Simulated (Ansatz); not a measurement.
System: HSO (charge 0, doublet). SMILES: [O]S
Structure (B3LYP-D3(BJ)/def2-TZVP (Ansatz, a quantum-chemistry and plane-wave program) minimum search):
```xyz
3

S     -0.0571    -0.0058    -0.4675
O     -0.0376    -0.0366     1.0375
H      1.2152     0.3851    -0.8197
```
Charge 0, spin multiplicity 2.

B3LYP/6-31G* beside other levels, property by property. Terms: no spin-orbit coupling; atomisation electronic, to ground-state atoms; non-relativistic; six Cartesian d functions in 6-31G* and its kin unless marked 5d; frozen cores in correlated levels; each state is the SCF solution reached for its charge and spin; open shells spin-unrestricted; no dispersion term unless named. Basis-set limits of correlation are two-point, X^-3; Hartree-Fock from the larger set. First-principles rows: single points at B3LYP-D3(BJ) geometries (Ansatz), with unscaled harmonic terms from B3LYP/6-31G* (Ansatz) at its own minima, enthalpies of formation by atomisation with measured atoms. Sets without +, aug- or the D of def2-TZVPD hold no diffuse functions, which anions need.

Coupled cluster (Ansatz) is a level with limits of its own, used here on species with T1 under 0.025 (0.045 for open shells) and stable references: CCSD(T)/CBS(aug-cc-pV(T+d)Z,aug-cc-pV(Q+d)Z).

```json
[
 {"property": "atomisation energy (kcal/mol)", "B3LYP/6-31G* (Ansatz)": "174.4", "HF/6-31G* (Ansatz)": "83.4", "PBE/6-31G* (Ansatz)": "188.6", "B3LYP/def2-TZVPD (Ansatz)": "188.3", "to compare with": "187.8 coupled cluster"},
 {"property": "vertical electron affinity to the singlet (eV)", "B3LYP/6-31G* (Ansatz)": "0.14", "HF/6-31G* (Ansatz)": "-0.55", "PBE/6-31G* (Ansatz)": "0.00", "B3LYP/def2-TZVPD (Ansatz)": "1.14", "to compare with": "1.22 coupled cluster"},
 {"property": "enthalpy of formation at 298 K (kcal/mol)", "B3LYP/6-31G* (Ansatz)": "7.5", "HF/6-31G* (Ansatz)": "98.6", "PBE/6-31G* (Ansatz)": "-6.6", "B3LYP/def2-TZVPD (Ansatz)": "-6.4", "to compare with": "-5.8 coupled cluster"}
]
```

As the rows show:
- atomisation energy: B3LYP/6-31G* lies 13.4 kcal/mol below coupled cluster.
- vertical electron affinity to the singlet: B3LYP/6-31G* lies 1.08 eV below coupled cluster.
- enthalpy of formation at 298 K: B3LYP/6-31G* lies 13.3 kcal/mol above coupled cluster.

The properties are those with a value to compare with, at most eight drawn at random. No case is left out for the size of its miss. Left out are saddle points of the reference geometry, anions that the best level run finds unbound, excited spin states, species near biochemistry, 298 K rows of species without real B3LYP wavenumbers, cases with under five habitual levels, runs that failed or that the program found above a lower state of the same kind, table entries that another table contradicts, and a share of species set aside by lot.
